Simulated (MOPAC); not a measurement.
Input for MOPAC: PM6 on C3H4O2 (a complex).

```
PM6 1SCF PRECISE CHARGE=0 THREADS=1
C3H4O2

C     -0.59843565 1    -0.09265139 1    -0.06241815 1
C      0.72115646 1     0.00542229 1     0.00956969 1
H     -1.22991201 1     0.78381028 1    -0.14477628 1
H     -1.09910985 1    -1.05316677 1    -0.04231906 1
H      1.35262203 1    -0.87117569 1     0.09082696 1
H      1.22190329 1     0.96588439 1    -0.01056249 1
O     -0.09372518 1    -1.07083172 1     3.30214125 1
C     -0.12259623 1     0.08719422 1     3.24697847 1
O     -0.15266603 1     1.24595308 1     3.21244624 1
```

The log:

```
*******************************************************************************
 **                                                                           **
 **                              MOPAC v23.2.5                                **
 **                                                                           **
 *******************************************************************************
 ** MOPAC's Digital Object Identifier: https://doi.org/10.5281/zenodo.6511958 **
 **                                                                           **
 ** Please cite the open-source release paper for use of this MOPAC version:  **
 ** J. E. Moussa and J. J. P. Stewart (2026)                                  **
 ** MOPAC: An open-source semiempirical molecular orbital program             **
 ** J. Open Source Softw., 11(119), 8025, https://doi.org/10.21105/joss.08025 **
 *******************************************************************************

                              PM6 CALCULATION RESULTS

 *******************************************************************************
 *  PM6        - The PM6 Hamiltonian to be used
 *
 *
 *
 *                 CHARGE ON SYSTEM = 0
 *
 *
 *
 *  PRECISE    - TIGHTER CRITERIA TO BE USED
 *  1SCF       - DO 1 SCF AND THEN STOP
 *  THREADS=1  - MULTI-THREADING NOT USED
 *  T=         - A TIME OF 172800.0 SECONDS REQUESTED
 *  DUMP=N     - RESTART FILE WRITTEN EVERY 7200.0 SECONDS REQUESTED
 *******************************************************************************
PM6 1SCF PRECISE CHARGE=0 THREADS=1
 C3H4O2

   ATOM   CHEMICAL          X               Y               Z
  NUMBER   SYMBOL      (ANGSTROMS)     (ANGSTROMS)     (ANGSTROMS)

     1       C         -0.59843565  *  -0.09265139  *  -0.06241815  *
     2       C          0.72115646  *   0.00542229  *   0.00956969  *
     3       H         -1.22991201  *   0.78381028  *  -0.14477628  *
     4       H         -1.09910985  *  -1.05316677  *  -0.04231906  *
     5       H          1.35262203  *  -0.87117569  *   0.09082696  *
     6       H          1.22190329  *   0.96588439  *  -0.01056249  *
     7       O         -0.09372518  *  -1.07083172  *   3.30214125  *
     8       C         -0.12259623  *   0.08719422  *   3.24697847  *
     9       O         -0.15266603  *   1.24595308  *   3.21244624  *



          CARTESIAN COORDINATES

    NO.       ATOM           X           Y           Z

     1         C         -0.5984     -0.0927     -0.0624
     2         C          0.7212      0.0054      0.0096
     3         H         -1.2299      0.7838     -0.1448
     4         H         -1.0991     -1.0532     -0.0423
     5         H          1.3526     -0.8712      0.0908
     6         H          1.2219      0.9659     -0.0106
     7         O         -0.0937     -1.0708      3.3021
     8         C         -0.1226      0.0872      3.2470
     9         O         -0.1527      1.2460      3.2124

 General Reference for PM6:
 "Optimization of Parameters for Semiempirical Methods V: Modification of NDDO Approximations
 and Application to 70 Elements", J. J. P. Stewart, J. Mol. Mod., 13, 1173-1213 (2007)
 URL: https://link.springer.com/article/10.1007/s00894-007-0233-4

           Empirical Formula: C3 H4 O2  =     9 atoms



      MOLECULAR POINT GROUP   :   C2v


      RHF CALCULATION, NO. OF DOUBLY OCCUPIED LEVELS = 14


 -------------------------------------------------------------------------------
 PM6 1SCF PRECISE CHARGE=0 THREADS=1
 C3H4O2



     1SCF WAS SPECIFIED, SO BFGS WAS NOT USED
     SCF FIELD WAS ACHIEVED


                              PM6 CALCULATION
                                                       MOPAC v23.2.5 Linux




          FINAL HEAT OF FORMATION =        -69.03950 KCAL/MOL =    -288.86125 KJ/MOL


          COSMO AREA              =        119.27 SQUARE ANGSTROMS
          COSMO VOLUME            =        104.45 CUBIC ANGSTROMS

          IONIZATION POTENTIAL    =         10.911709 EV
          HOMO LUMO ENERGIES (EV) =        -10.912  0.413
          NO. OF FILLED LEVELS    =         14
          MOLECULAR WEIGHT        =         72.0634         POINT GROUP:  C2v

          MOLECULAR DIMENSIONS (Angstroms)

            Atom       Atom       Distance
            O     7    H     6     4.10525
            O     9    H     4     3.92135
            H     5    H     3     3.06390


          SCF CALCULATIONS        =          1





   ATOM   CHEMICAL          X               Y               Z
  NUMBER   SYMBOL      (ANGSTROMS)     (ANGSTROMS)     (ANGSTROMS)

     1       C         -0.59843565  *  -0.09265139  *  -0.06241815  *
     2       C          0.72115646  *   0.00542229  *   0.00956969  *
     3       H         -1.22991201  *   0.78381028  *  -0.14477628  *
     4       H         -1.09910985  *  -1.05316677  *  -0.04231906  *
     5       H          1.35262203  *  -0.87117569  *   0.09082696  *
     6       H          1.22190329  *   0.96588439  *  -0.01056249  *
     7       O         -0.09372518  *  -1.07083172  *   3.30214125  *
     8       C         -0.12259623  *   0.08719422  *   3.24697847  *
     9       O         -0.15266603  *   1.24595308  *   3.21244624  *

                             CARTESIAN COORDINATES

   1    C       -0.598435650    -0.092651390    -0.062418150
   2    C        0.721156460     0.005422290     0.009569690
   3    H       -1.229912010     0.783810280    -0.144776280
   4    H       -1.099109850    -1.053166770    -0.042319060
   5    H        1.352622030    -0.871175690     0.090826960
   6    H        1.221903290     0.965884390    -0.010562490
   7    O       -0.093725180    -1.070831720     3.302141250
   8    C       -0.122596230     0.087194220     3.246978470
   9    O       -0.152666030     1.245953080     3.212446240


           Empirical Formula: C3 H4 O2  =     9 atoms



      MOLECULAR POINT GROUP   :   C2v


                  EIGENVALUES
 -35.73555 -33.87061 -27.14002 -21.40410 -20.57994 -18.15796 -18.14844 -16.37946
 -16.32292 -14.45419 -12.97369 -12.96351 -12.30083 -10.91171   0.41252   0.43017
   0.93418   1.32744   4.02268   5.37241   5.46346   6.16673   6.25253   6.36839


              NET ATOMIC CHARGES AND DIPOLE CONTRIBUTIONS

  ATOM NO.   TYPE          CHARGE      No. of ELECS.   s-Pop       p-Pop
    1          C          -0.296041        4.2960     1.12081     3.17523
    2          C          -0.296188        4.2962     1.12081     3.17538
    3          H           0.148054        0.8519     0.85195
    4          H           0.148337        0.8517     0.85166
    5          H           0.148048        0.8520     0.85195
    6          H           0.148359        0.8516     0.85164
    7          O          -0.325090        6.3251     1.84111     4.48398
    8          C           0.649401        3.3506     1.04903     2.30157
    9          O          -0.324880        6.3249     1.84110     4.48378
 DIPOLE           X         Y         Z       TOTAL
 POINT-CHG.     0.002    -0.000    -0.042     0.042
 HYBRID         0.002    -0.002    -0.035     0.035
 SUM            0.004    -0.002    -0.077     0.077


          ATOMIC ORBITAL ELECTRON POPULATIONS

     Atom    s        px        py        pz
    1  C   1.12081   1.04028   1.13506   0.99990
    2  C   1.12081   1.03964   1.13511   1.00063
    3  H   0.85195
    4  H   0.85166
    5  H   0.85195
    6  H   0.85164
    7  O   1.84111   1.62698   1.23012   1.62689
    8  C   1.04903   0.74569   0.81138   0.74450
    9  O   1.84110   1.62684   1.22914   1.62780

 **********************
 *                    *
 * JOB ENDED NORMALLY *
 *                    *
 **********************




 == MOPAC DONE ==
```

The run finished.

Cost: around 0.020 core-seconds (rough).
